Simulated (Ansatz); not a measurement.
One change: `BOBF` becomes `CCOBF`.

Ansatz, PBE0-D4/def2-TZVP geometries, multiplicity 1. Each molecule was computed in one conformer, which needn't be the lowest.

| property | `BOBF` |
| --- | --- |
| size of the dipole moment (PBE/def2-TZVPP) / D | 0.93 |
| HOMO energy (PBE/def2-TZVPP) / eV | -7.54 |
| size of the dipole moment (B3LYP/def2-TZVPP) / D | 1.15 |
| HOMO–LUMO gap (B3LYP/def2-TZVPP) / eV | 7.32 |
| HOMO–LUMO gap (PBE/def2-TZVPP) / eV | 5.17 |
| LUMO energy (PBE/def2-TZVPP) / eV | -2.37 |

Question: Give the same properties after the change, and the shifts. (Estimate.)

Answer: The calculation gave: 
```tsv
property	`CCOBF`	shift
size of the dipole moment (PBE/def2-TZVPP) / D	2.54	1.61
HOMO energy (PBE/def2-TZVPP) / eV	-7.63	-0.09
size of the dipole moment (B3LYP/def2-TZVPP) / D	2.67	1.52
HOMO–LUMO gap (B3LYP/def2-TZVPP) / eV	9.04	1.72
HOMO–LUMO gap (PBE/def2-TZVPP) / eV	7.04	1.87
LUMO energy (PBE/def2-TZVPP) / eV	-0.59	1.78
```

With PBE0 the HOMO falls by 0.10 eV and the LUMO rises by 1.69 eV, so the gap widens by about 1.79 eV. PBE moves the HOMO by -0.09 eV and ωB97M-V by -0.11 eV. The zero-point energy changes by 119.3 kJ/mol with +12 modes. Dipoles are sizes alone; their direction can turn.

B3LYP here is the variant with VWN-RPA as its local correlation; programs differ in this.
